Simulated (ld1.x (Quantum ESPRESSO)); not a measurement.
## lead, RRKJ: configuration errors across variants

```
Element                 : lead (Pb)
Generator               : ld1.x (Quantum ESPRESSO) 7.5
Type                    : norm-conserving RRKJ (Kleinman–Bylander form)
Functional              : LDA (PZ)
Relativity              : scalar-relativistic
Frozen core             : [Xe] 4f14
Valence charge          : 14
Reference configuration : 5d10 6s2 6p0 (charge +2)
Partial waves           : 6s (bound): rc 1.80 bohr; 6p (bound, empty): rc 1.80 bohr; 5d (bound): rc 1.35 bohr
Local potential         : the d channel
Core correction         : a·sin(br)/r model core, default radius (core density twice the valence density)
rho0                    : 0.02
```

All-electron excitation energies from the reference (eV): (1) 5d10 6s2 6p2 -20.595; (2) 5d10 6s2 6p1 -13.762; (3) 5d10 6s1 6p0 32.878; (4) 5d10 6s0 6p0 76.071; (5) 5d10 6s0 6p4 -2.560; (6) 5d9 6s2 6p3 -1.361; (7) 5d10 6s2 6p2.3 -21.453; (8) 5d10 6s2 6p2 spin -21.047; (9) 5d10 6s2 6p1 spin -13.907.

Spin tests fill each open shell by Hund’s rule, majority spin first.

3 further variants failed, have other tests or too few solved ones, and are left out.

A true bound ghost makes a file unfit for plane-wave use even where its test errors are small: the radial tests pick states by their node count and pass the ghost by.

Errors AE − PS in meV (a dash: test not solved or not reliable):

| change | (1) | (2) | (3) | (4) | (5) | (6) | (7) | (8) | (9) | bound ghosts |
| --- | --- | --- | --- | --- | --- | --- | --- | --- | --- | --- |
| base | -47 | -3.2 | -18 | -60 | -23 | -142 | -65 | -67 | -6.5 | s, p |
| wave 6s (bound): rc 1.80 bohr becomes 6s (bound): rc 2.30 bohr | -47 | -3.3 | -17 | -54 | -18 | -145 | -65 | -68 | -6.7 | s, p |
| wave 6s (bound): rc 1.80 bohr becomes 6s (bound): rc 2.52 bohr | -46 | -3.0 | -21 | -77 | -27 | -147 | -64 | -66 | -6.3 | s, p |
| wave 6s (bound): rc 1.80 bohr becomes 6s (bound): rc 2.64 bohr | -45 | -2.6 | -26 | -108 | -39 | -148 | -63 | -65 | -5.8 | s, p |

(1) Give the same row for: wave 6s (bound): rc 1.80 bohr becomes 6s (bound): rc 2.08 bohr.

Results:

(1) -47, -3.3, -17, -52, -19, -143, -66, -68, -6.6; bound ghosts: s, p.
